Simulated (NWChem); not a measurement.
System: BBr₂, doublet; SMILES Br[B]Br

Here is an NWChem input.

```
start job
memory heap 200 mb stack 700 mb global 900 mb
geometry units angstroms
  Br     1.687845     0.000000    -0.050452
  B      0.000000     0.000000     0.808457
  Br    -1.687845     0.000000    -0.050452
end
basis spherical
  * library 3-21g
end
dft
  odft
  mult 2
  xc b3lyp
  iterations 150
end
driver
  maxiter 120
end
task dft optimize
task dft freq
```

In the optimisation the excess spin sits in a1 (C2v, its own frame). This build's default masses of Se (78.918 u) and Br (79.917 u) are each other's, which moves their modes by up to 0.6 %. No stability test was run on the SCF state.

The level has its own optimisation; frequencies are unscaled.

**Question.** Predict the main results of this run. (B3LYP/3-21G, spin-unrestricted.) Quantities: r B–Br (Å); highest harmonic frequency (cm⁻¹); lowest (cm⁻¹); zero-point energy (kcal/mol); dipole (D).

**Answer.** 
- r B–Br (Å) = 1.928
- highest harmonic frequency (cm⁻¹) = 752
- lowest (cm⁻¹) = 174
- zero-point energy (kcal/mol) = 2.0
- dipole (D) = 0.61
